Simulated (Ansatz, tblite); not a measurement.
Forces on SnI₄ at its PBE0-D4/def2-SVP geometry. Total charge 0; singlet.

In the def2 sets I, Sn take a core potential; there is no spin–orbit coupling. The xTB rows come from tblite.

GFN2-xTB (tblite), largest force 0.58 eV/Å:

```xyz
5
positions Å, forces eV/Å
Sn    0.000    0.000    0.000    0.000    0.000    0.000
I     2.667    0.233    0.073    0.576    0.050    0.016
I    -0.949   -0.185    2.497   -0.205   -0.040    0.540
I    -0.667   -2.200   -1.374   -0.144   -0.476   -0.297
I    -1.051    2.153   -1.197   -0.227    0.465   -0.259
```

PBE-D4/def2-TZVP (Ansatz), largest force 0.17 eV/Å:

```
Sn 0.000 0.000 0.000
I 0.165 0.014 0.005
I -0.059 -0.011 0.154
I -0.041 -0.136 -0.085
I -0.065 0.133 -0.074
```

PBE0-D4/def2-TZVP (Ansatz), largest force 0.15 eV/Å:

```
Sn 0.000 0.000 0.000
I -0.151 -0.013 -0.004
I 0.054 0.010 -0.141
I 0.038 0.125 0.078
I 0.060 -0.122 0.068
```
